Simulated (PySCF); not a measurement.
C₄H₁₀SZn, SMILES C[S][Zn][CH](C)C (GFN2-xTB optimised geometry):

```
16

Zn    -0.868    -0.600     0.000
C     -2.140     1.029     0.000
C     -1.924     1.739    -1.327
C     -1.648     1.876     1.163
H     -3.197     0.797     0.129
H     -2.422     2.711    -1.313
H     -0.863     1.917    -1.509
H     -2.331     1.165    -2.157
H     -1.868     1.405     2.120
H     -2.138     2.852     1.148
H     -0.572     2.047     1.096
S      1.468    -0.600     0.000
C      2.114    -2.303     0.056
H      1.782    -2.797     0.964
H      3.197    -2.214     0.061
H      1.793    -2.852    -0.823
```

Method: PBE0/def2-TZVP run with PySCF.

Question: What are the frontier orbital energies and the dipole moment?

Answer: HOMO-2 -7.89 eV, HOMO-1 -6.45 eV, HOMO -6.18 eV, LUMO -1.88 eV, LUMO+1 -0.14 eV; dipole moment 2.78 D.

On the same geometry PBE/def2-TZVP (PySCF) gives HOMO-2 -6.82 eV, HOMO-1 -5.45 eV, HOMO -5.04 eV, LUMO -2.58 eV, LUMO+1 -0.82 eV; dipole moment 2.37 D.

Meta-Löwdin charges at PBE0/def2-TZVP: Zn1 0.94, C2 -0.43, C3 -0.35, C4 -0.35, H5 0.10, H6 0.11, H7 0.11, H8 0.11, H9 0.11, H10 0.11, H11 0.11, S12 -0.58, C13 -0.39, H14 0.13, H15 0.13, H16 0.13.
